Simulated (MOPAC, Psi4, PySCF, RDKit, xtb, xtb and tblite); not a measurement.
Two geometries of CH₁₀O₂Si₃, SMILES [SiH2]([SiH2]O[SiH3])OC, relaxed at GFN2-xTB with one dihedral held; other torsions can differ between them too.

Structure A

```
16

C     -3.5686     0.0201     0.3165
O     -2.2209    -0.1944     0.5933
Si    -0.9418     0.3507    -0.2526
Si     0.7489    -0.5342     0.9959
O      2.0794    -0.0294     0.2076
Si     3.6382     0.2066    -0.1416
H     -3.8010     1.0872     0.3332
H     -3.8280    -0.3743    -0.6685
H     -4.1615    -0.4898     1.0763
H     -1.0199     1.8235    -0.3722
H     -1.0634    -0.0801    -1.6630
H      0.8998    -0.0648     2.3835
H      0.8600    -2.0010     1.0644
H      4.4642    -0.5919     0.7622
H      3.7885    -0.2196    -1.5305
H      3.8768     1.6365     0.0394
```

Structure B

```
16

C     -3.4510     0.0384     0.5143
O     -2.0890    -0.2117     0.6752
Si    -0.8155     0.4281    -0.1106
Si     0.9416    -0.6390     0.8972
O      0.4366    -1.6727     2.0456
Si    -0.7478    -2.3881     2.8880
H     -3.6751     1.0937     0.6877
H     -3.7763    -0.2234    -0.4954
H     -3.9958    -0.5696     1.2377
H     -0.8547     1.8981     0.0142
H     -0.9760     0.2077    -1.5611
H      1.7331    -1.4800    -0.0084
H      1.8594     0.2554     1.6122
H     -0.0269    -3.2872     3.7861
H     -1.4897    -1.3606     3.6166
H     -1.6115    -3.1147     1.9590
```

### Question
Which is lower in energy at the level B3LYP-D3(BJ)/def2-SVP // GFN2-xTB in Psi4, and by how much?

### Answer
B is lower, by 14.67 kJ/mol (dihedral O2–Si3–Si4–O5: 180° in A, 0° in B).

E(B) − E(A) in kJ/mol at the other levels, on the same two geometries: GFN2-xTB (xtb and tblite) 12.42; MMFF94 // GFN2-xTB (RDKit) -17.04; B3LYP/def2-SVP // GFN2-xTB (Psi4) -9.51; PBE/def2-SVP // GFN2-xTB (Psi4) -10.72; PBE-D3(BJ)/def2-SVP // GFN2-xTB (Psi4) -13.73; UFF // GFN2-xTB (RDKit) -39.77; PM3, restricted, heats of formation // GFN2-xTB (MOPAC) -11.47; PM7, restricted, heats of formation // GFN2-xTB (MOPAC) -2.13; GFN1-xTB // GFN2-xTB (xtb) -6.53; restricted B3LYP/6-31G*, spherical d, density fitting // GFN2-xTB (PySCF) -7.25; restricted Hartree-Fock/STO-3G // GFN2-xTB (PySCF) -20.19; restricted B3LYP/LANL2DZ, with its core potentials past Ne // GFN2-xTB (PySCF) -3.71; restricted Hartree-Fock/6-31G*, spherical d, density fitting // GFN2-xTB (PySCF) -6.57.
